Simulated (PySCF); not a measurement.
Computed spin Hamiltonian

Species: C₆H₈O₂ (charge +1 and doublet state).
Cartesian coordinates in Å at the GFN2-xTB level; atoms count from 1:
```
atom  x, y, z in Å
C1    -1.7873    0.9481    0.2793
C2    -1.8235   -0.3447   -0.4900
C3    -0.6851   -1.3098   -0.1967
C4     0.5103   -0.7186    0.3034
C5     1.5557   -0.1863    0.6188
C6     2.7497    0.3592    1.2284
O7     2.7880    0.2743    2.4324
O8     3.6269    0.8682    0.4197
H9    -0.9222    1.5534   -0.0040
H10   -1.6826    0.7696    1.3526
H11   -2.6876    1.5294    0.1009
H12   -2.7799   -0.8623   -0.3356
H13   -1.8324   -0.1142   -1.5671
H14   -0.4569   -1.9361   -1.0697
H15   -1.0013   -2.0293    0.5791
H16    4.4206    1.2081    0.8719
```

The hyperfine couplings belong to this conformer and change with its torsions.

As a line formula: `CCC/[C+]=[C]/C(O)=O` [radical] (charge +1).

Computed, not measured: UKS B3LYP, pcH-1 on C H O, non-relativistic, mean-field spin-orbit, GIAO (PySCF). The structure is a single GFN2-xTB conformer in the gas phase; no vibrational or solvent corrections. A GFN2-xTB geometry isn't a minimum of the functional, and hyperfine couplings can be far from their values at a DFT geometry, by a factor of two or more for some ions and for spin on atoms past the first row. No stability test was run, so a lower SCF solution isn't excluded.

```json
{
  "g1, g2, g3": "2.00357, 2.00434, 2.01323",
  "g_iso": "2.00705",
  "Form of g": "close to axial: the two nearest values differ by 8 % of g3 − g1",
  "⟨S²⟩": "0.7552 (exact 0.7500)",
  "Total energy": "-383.53103 Eh",
  "Basis functions": "280"
}
```

Hyperfine couplings atom by atom, in mT; T1 to T3 are the principal values of the dipolar part; ρ(0) is the spin density at the nucleus (MHz turned into mT with g_iso):

```json
{"atom": "C1", "isotope": "13C", "a_iso": "-0.06", "T1": "-0.07", "T2": "-0.04", "T3": "0.11", "Mulliken spin population": "0.01", "ρ(0) (bohr⁻³)": "-0.0014"}
{"atom": "C2", "isotope": "13C", "a_iso": "-0.10", "T1": "-0.11", "T2": "-0.09", "T3": "0.20", "Mulliken spin population": "0.02", "ρ(0) (bohr⁻³)": "-0.0026"}
{"atom": "C3", "isotope": "13C", "a_iso": "-0.48", "T1": "-0.23", "T2": "-0.18", "T3": "0.41", "Mulliken spin population": "0.00", "ρ(0) (bohr⁻³)": "-0.0120"}
{"atom": "C4", "isotope": "13C", "a_iso": "0.13", "T1": "-0.99", "T2": "-0.75", "T3": "1.74", "Mulliken spin population": "0.23", "ρ(0) (bohr⁻³)": "0.0034"}
{"atom": "C5", "isotope": "13C", "a_iso": "0.29", "T1": "-1.08", "T2": "-0.97", "T3": "2.05", "Mulliken spin population": "0.27", "ρ(0) (bohr⁻³)": "0.0072"}
{"atom": "C6", "isotope": "13C", "a_iso": "-0.94", "T1": "-0.24", "T2": "0.02", "T3": "0.22", "Mulliken spin population": "-0.05", "ρ(0) (bohr⁻³)": "-0.0235"}
{"atom": "O7", "isotope": "17O", "a_iso": "-0.90", "T1": "-4.11", "T2": "1.88", "T3": "2.23", "Mulliken spin population": "0.37", "ρ(0) (bohr⁻³)": "0.0417"}
{"atom": "O8", "isotope": "17O", "a_iso": "0.55", "T1": "-0.35", "T2": "0.11", "T3": "0.24", "Mulliken spin population": "0.01", "ρ(0) (bohr⁻³)": "-0.0256"}
{"atom": "H9", "isotope": "1H", "a_iso": "0.51", "T1": "-0.09", "T2": "0.01", "T3": "0.08", "Mulliken spin population": "0.00", "ρ(0) (bohr⁻³)": "0.0032"}
{"atom": "H10", "isotope": "1H", "a_iso": "1.21", "T1": "-0.09", "T2": "0.03", "T3": "0.06", "Mulliken spin population": "0.01", "ρ(0) (bohr⁻³)": "0.0076"}
{"atom": "H11", "isotope": "1H", "a_iso": "-0.02", "T1": "-0.05", "T2": "-0.03", "T3": "0.08", "Mulliken spin population": "0.00", "ρ(0) (bohr⁻³)": "-0.0001"}
{"atom": "H12", "isotope": "1H", "a_iso": "0.79", "T1": "-0.09", "T2": "-0.07", "T3": "0.16", "Mulliken spin population": "0.01", "ρ(0) (bohr⁻³)": "0.0050"}
{"atom": "H13", "isotope": "1H", "a_iso": "2.61", "T1": "-0.10", "T2": "-0.06", "T3": "0.17", "Mulliken spin population": "0.03", "ρ(0) (bohr⁻³)": "0.0164"}
{"atom": "H14", "isotope": "1H", "a_iso": "3.10", "T1": "-0.18", "T2": "-0.09", "T3": "0.28", "Mulliken spin population": "0.03", "ρ(0) (bohr⁻³)": "0.0195"}
{"atom": "H15", "isotope": "1H", "a_iso": "6.27", "T1": "-0.21", "T2": "-0.11", "T3": "0.31", "Mulliken spin population": "0.07", "ρ(0) (bohr⁻³)": "0.0394"}
{"atom": "H16", "isotope": "1H", "a_iso": "-0.04", "T1": "-0.14", "T2": "-0.03", "T3": "0.18", "Mulliken spin population": "0.00", "ρ(0) (bohr⁻³)": "-0.0003"}
```

The Mulliken spin populations are largest on O7 (+0.37), C5 (+0.27), C4 (+0.23) and H15 (+0.07). Three atoms exceed +0.15.

The SMILES `CCC/[C+]=[C]/C(=O)O` draws the unpaired electron on C5, whose computed spin population is only +0.27.

Under fast tumbling the dipolar parts average out, and these isotropic splittings remain: 2 × 1H (H14/H15, I = 1/2, 3 lines) with 4.68 mT, 2 × 1H (H12/H13, I = 1/2, 3 lines) with 1.70 mT, 3 × 1H (H9/H10/H11, I = 1/2, 4 lines) with 0.57 mT and 1 × 1H (H16, I = 1/2, 2 lines) with 0.04 mT.

Means are taken over nuclei equivalent by connectivity, which assumes that they swap fast. The three 1H nuclei of mean +15.9 MHz run from -0.5 to 34.0 MHz in the frozen geometry. The 1H value of +131.6 MHz is a mean of couplings from 87.1 to 176.1 MHz in this one geometry, not an average over conformers. The 1H value of +47.7 MHz is a mean of couplings from 22.2 to 73.2 MHz in this one geometry, not an average over conformers.

The 13C coupling of C6 (-26.5 MHz) shows only in satellite lines or after enrichment, since that isotope makes up about 1.07 % of natural carbon.

The 17O coupling of O7 (-25.3 MHz) shows only in satellite lines or after enrichment, since that isotope makes up about 0.038 % of natural oxygen.
